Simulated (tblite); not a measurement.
What does the GFN2-xTB structure of `[SiH3]P1PP([SiH3])P1` look like in three dimensions?

```
atom  x, y, z in Å
Si1    3.0577    0.1337    0.6788
P2     0.9134   -0.5590    0.8781
P3     0.3763   -0.4565   -1.2504
P4    -1.1545    1.0584   -0.7226
Si5   -2.8110   -0.2644    0.0791
P6     0.0102    1.4285    1.1273
H7     3.1838    1.2310   -0.2874
H8     3.8014   -1.0484    0.2349
H9     3.4389    0.5708    2.0245
H10   -0.4384   -1.5922   -1.2389
H11   -3.6852    0.6373    0.8340
H12   -3.4444   -0.8320   -1.1134
H13   -2.3005   -1.3347    0.9521
H14   -0.9483    1.0269    2.0617
```

Orientation and origin are arbitrary. Atoms count from 1 in this order. Si1 (SiH3 silicon) is distorted tetrahedral (angles from 104.9° to 112.8°). P3 (three-coordinate phosphorus) is pyramidal (angles 98.7°, 95.5° and 88.3°, sum 282.5°, 0.95 Å off the plane of its three neighbours). P2 (three-coordinate phosphorus) is pyramidal (angles 97.6°, 97.0° and 88.1°, sum 282.8°, 1.18 Å off the plane of its three neighbours). The P–P distances run from 2.197 Å (P2–P6, drawn single) to 2.217 Å (P3–P4, drawn single), a spread of 0.020 Å.

Bonds between heavy atoms (Å): Si1–P2 2.262, P2–P3 2.198, P3–P4 2.217, P4–Si5 2.266, P4–P6 2.217, P2–P6 2.197.

Computed geometry: GFN2-xTB, gas phase.

Point group: near Cs, missed by 0.18 Å at most; the miss may be what the optimiser left on a soft mode. Its GFN2-xTB frequencies are all real (lowest 37 cm⁻¹). One conformer, not necessarily the lowest (Si1–P2–P3–P4 -118°, P2–P3–P4–Si5 -79°, P3–P4–P6–P2 -21°, Si1–P2–P6–P4 119°). 2 starts were optimised and ended at 0.00 and 7.17 kcal/mol (GFN2-xTB); the lowest of these is shown.
